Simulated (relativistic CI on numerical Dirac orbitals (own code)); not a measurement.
Ag3+ (4d8) in a crystal field

Calculated by Dirac-Coulomb-Breit CI, orbitals from a KLI potential per configuration, a model potential for QED, valence Slater integrals scaled by 0.9, one configuration in a parametric crystal field (own radial code). With so little scaling, terms lie 10 to 35 % too far apart, which can change the order of excited levels.

Field parameters in Wybourne normalisation: Td as Oh with Dq negative (B⁴₀ = 21Dq, B⁴₄ = √(5/14) B⁴₀). The field is a parameter set, without covalency.

S is read from ⟨S²⟩ = S(S + 1).

Powder χT (cm³ K mol⁻¹) by Van Vleck's formula, with temperature-independent terms:

| Field | 2 K | 5 K | 10 K | 20 K | 50 K | 100 K | 200 K | 300 K |
| --- | --- | --- | --- | --- | --- | --- | --- | --- |
| Td, 10Dq = -2650 cm⁻¹ | 0.0191 | 0.0479 | 0.0957 | 0.191 | 0.479 | 0.957 | 1.84 | 2.47 |
| Td, 10Dq = -6900 cm⁻¹ | 0.0107 | 0.0266 | 0.0533 | 0.107 | 0.266 | 0.533 | 1.06 | 1.55 |
| Td, 10Dq = -9050 cm⁻¹ | 0.0094 | 0.0235 | 0.047 | 0.094 | 0.235 | 0.47 | 0.938 | 1.38 |
| Td, 10Dq = -11150 cm⁻¹ | 0.00864 | 0.0216 | 0.0432 | 0.0864 | 0.216 | 0.432 | 0.863 | 1.28 |
| Td, 10Dq = -13300 cm⁻¹ | 0.00811 | 0.0203 | 0.0405 | 0.0811 | 0.203 | 0.405 | 0.81 | 1.2 |
| Td, 10Dq = -15400 cm⁻¹ | 0.00773 | 0.0193 | 0.0387 | 0.0773 | 0.193 | 0.387 | 0.773 | 1.15 |
| Td, 10Dq = -17550 cm⁻¹ | 0.00744 | 0.0186 | 0.0372 | 0.0744 | 0.186 | 0.372 | 0.743 | 1.1 |
| Td, 10Dq = -19650 cm⁻¹ | 0.00721 | 0.018 | 0.0361 | 0.0721 | 0.18 | 0.361 | 0.721 | 1.07 |

Question: For Td, 10Dq = -9050 cm⁻¹: what effective moment follows at 300 K?

Answer: μ_eff = √(8χT) = 3.33 μB. The ground level has S = 1.00; the spin-only moment for S = 1 is 2.83 μB. The difference comes from the orbital moment, spin-orbit mixing of terms and temperature-independent paramagnetism, all larger in this ionic model than in covalent complexes. The ground level is a non-magnetic singlet, so χT starts at zero and rises through temperature-independent paramagnetism and the filling of excited levels.
